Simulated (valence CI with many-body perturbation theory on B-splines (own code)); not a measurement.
**Ba⁴¹⁺: fill in the table**

Method: valence CI with perturbative core correlation (CI+MBPT): five valence electrons over a frozen Dirac-Fock core [Ne], a basis of 9 s, 9 p, 8 d, 6 f, 3 g, 1 h functions for each j, with the one-electron correlation potential Σ1, the two-electron term Σ2, the three-electron term Σ3, Breit, model QED; selected CI, second order for the rest (own B-spline code, finite nucleus).

The last digits are not significant, and no measured levels were compared; by estimate large intervals hold to a few tenths of a per cent, small ones and those within an open d or f shell to about a per cent. Among the levels kept, up to 640 cm⁻¹ of a level comes from second order outside the variational space, and about a tenth of that is noise between levels of different J, which matters for small intervals.

```tsv
Level	E (cm⁻¹)
(3s^2 3p1/2^2 3p3/2) J=3/2	0
(3s^2 3p1/2 3p3/2^2) J=3/2	689480
(3s^2 3p1/2 3p3/2^2) J=5/2	758530
(3s^2 3p1/2 3p3/2^2) J=1/2	843740
(3s^2 3p1/2^2 3d3/2) J=3/2	1285500
(3s^2 3p1/2^2 3d5/2) J=5/2	1481700
(3s^2 3p3/2^3) J=3/2	1543000
(3s 3p1/2^2 3p3/2^2) J=5/2	1641600
(3s 3p1/2^2 3p3/2^2) J=1/2	?
(3s 3p1/2^2 3p3/2^2) J=3/2	1779200
(3s^2 3p1/2 3p3/2 3d3/2) J=5/2 [a]	?
(3s^2 3p1/2 3p3/2 3d3/2) J=3/2 [a]	1979200
(3s^2 3p1/2 3p3/2 3d3/2) J=1/2 [a]	?
(3s^2 3p1/2 3p3/2 3d3/2) J=7/2	2036700
(3s^2 3p1/2 3p3/2 3d5/2) J=7/2 [a]	?
(3s^2 3p1/2 3p3/2 3d5/2) J=3/2 [a]	2151500
(3s^2 3p1/2 3p3/2 3d5/2) J=5/2 [a]	?
(3s^2 3p1/2 3p3/2 3d3/2) J=5/2 [b]	2211400
(3s^2 3p1/2 3p3/2 3d5/2) J=9/2	2219200
(3s^2 3p1/2 3p3/2 3d3/2) J=3/2 [b]	?
```

Levels are named by their leading jj configuration (3d3/2^4 stands for four electrons in 3d with j = 3/2), which in mixed levels can hold well under half, so a name can repeat and another be missing. Letters in brackets count levels of one name in rising energy.

Question: The levels stand in rising order. What does the calculation give for the missing energies?

Answer: (3s 3p1/2^2 3p3/2^2) J=1/2 1773000; (3s^2 3p1/2 3p3/2 3d3/2) J=5/2 [a] 1970100; (3s^2 3p1/2 3p3/2 3d3/2) J=1/2 [a] 1983600; (3s^2 3p1/2 3p3/2 3d5/2) J=7/2 [a] 2146700; (3s^2 3p1/2 3p3/2 3d5/2) J=5/2 [a] 2186200; (3s^2 3p1/2 3p3/2 3d3/2) J=3/2 [b] 2242200.
